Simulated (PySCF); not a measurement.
**Zinc: a sound run and one with changed settings**

Sound run: Zn²⁺ [Ar] 3d10, Zn³⁺ [Ar] 3d9. Computed with PySCF 2.14 in aug-cc-pVDZ-DK (7s6p4d2f, 59 functions), with the spin-free X2C one-electron Hamiltonian (Gaussian nucleus). The sound run starts from symmetry-adapted Hartree-Fock orbitals and uses a fine grid where one is needed.

Changed run: radial step 1.2 in ln r (0.13 in the sound run). This setting is unsound on purpose.

| species | method | sound run (hartree) | changed run (hartree) | converged |
| --- | --- | --- | --- | --- |
| Zn²⁺ | UHF | -1793.36104 | -1793.36104 | yes |
| Zn²⁺ | M06-2X | -1794.94245 | -1793.03718 | yes |
| Zn²⁺ | LDA | -1791.85745 | -1787.35363 | yes |
| Zn³⁺ | UHF | -1791.99838 | -1791.99838 | yes |
| Zn³⁺ | M06-2X | -1793.49869 | -1791.61123 | yes |
| Zn³⁺ | LDA | -1790.36398 | -1785.93801 | yes |

Ionisation energy of Zn²⁺:

```json
{"method": "UHF", "sound run (eV)": "37.080", "changed run (eV)": "37.080"}
{"method": "M06-2X", "sound run (eV)": "39.287", "changed run (eV)": "38.802"}
{"method": "LDA", "sound run (eV)": "40.639", "changed run (eV)": "38.521"}
```

A coarse radial grid mis-integrates the density and the exchange-correlation energy, with errors of either sign; Hartree-Fock needs no grid.

For comparison, NIST gives 39.723 eV between the lowest levels.
